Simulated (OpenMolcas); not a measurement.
# Pt6+ in a point-charge field

Pt6+ among 6 point charges of -1.7 e arranged as a tetragonal octahedron (D4h), 2.21 Å from the ion, with the axial distance 2.343 Å.

* Program: OpenMolcas
* Method: CASSCF
* Basis: ANO-RCC-VDZP [7s6p4d2f]
* Scalar Hamiltonian: DKH2, point nucleus
* Active space: 4 electrons in 5 orbitals (5d)
* State averaging: 2S+1 = 5 even, 5 roots; 2S+1 = 3 even, 45 roots; 2S+1 = 1 even, 50 roots
* Spin-orbit coupling: state interaction with AMFI integrals over the reference wave functions

The lowest spin-free states (labels of D4, the rotations of D4h), above the lowest:

```tsv
State	Degeneracy	E (cm-1)	Free-ion L (%)
5B1	1	0.0	D (100)
5A1	1	2043	D (100)
5B2	1	3194	D (100)
5E	2	4337	D (100)
3E	2	20565	H (75)
3A2	1	20965	H (83)
3B1	1	21751	H (93)
3A1	1	22523	H (97)
3E	2	23380	H (74)
3A2	1	23583	H (49)
3B2	1	23777	H (86)
3E	2	23801	H (56)
3B1	1	25400	F (97)
3A2	1	25546	H (48)
3E	2	25888	H (52)
3B2	1	26488	F (74)
3A1	1	26840	G (97)
3E	2	27100	F (68)
3B1	1	28215	G (88)
3E	2	28344	G (73)
```

The lowest levels with spin-orbit coupling:

```csv
E (cm-1),Degeneracy,Label,2S+1,g
0.0,1,A1,5 (60 %),
6890,1,A2,5 (83 %),
7814,2,E,5 (82 %),0.00 0.00 2.60
12999,1,A1,5 (89 %),
13045,1,B1,5 (89 %),
13620,2,E,5 (89 %),0.00 0.00 1.97
14377,1,B2,5 (90 %),
17043,1,B1,5 (85 %),
17920,2,E,5 (79 %),0.00 0.00 5.00
18175,1,B2,5 (83 %),
18892,2,E,5 (80 %),0.00 0.00 1.47
18901,1,A2,5 (78 %),
20120,1,A1,5 (61 %),
20338,1,A2,5 (64 %),
20830,1,B2,5 (50 %),
20847,1,A1,5 (55 %),
20907,2,E,5 (54 %),0.00 0.00 1.43
20908,1,B1,5 (55 %),
21139,2,E,5 (59 %),0.00 0.00 7.56
27982,1,A1,3 (48 %),
```

Powder χT (cm3 K/mol): 0 at 2 K, 0.00106 at 10 K, 0.00532 at 50 K, 0.0106 at 100 K, 0.0213 at 200 K, 0.0319 at 300 K. The effective moment at 300 K is 2.828 √(χT) = 0.51 μB.

Spin-orbit coupling mixes the spin-free states strongly: the lowest level takes only 19 % from its leading state, 5E, which lies 4337 cm-1 above the lowest spin-free state. Without dynamic correlation the repulsion within the d shell is too large (B by tens of per cent), so at a given field states of lower spin stand too high. Point charges give a weaker field than real ligands, and real ions of this kind are as a rule low spin; the high spin found here belongs to the model. The ground term spreads over less than 5000 cm-1, several times less than with real ligands, so orbital moments are less quenched and χT lies further from the spin-only value than at real sites. Point charges carry no covalency, so the field is a model and not that of real ligands. No measured value stands beside these numbers.

With an even number of electrons the g values are those of a degenerate or nearly degenerate non-Kramers pair.
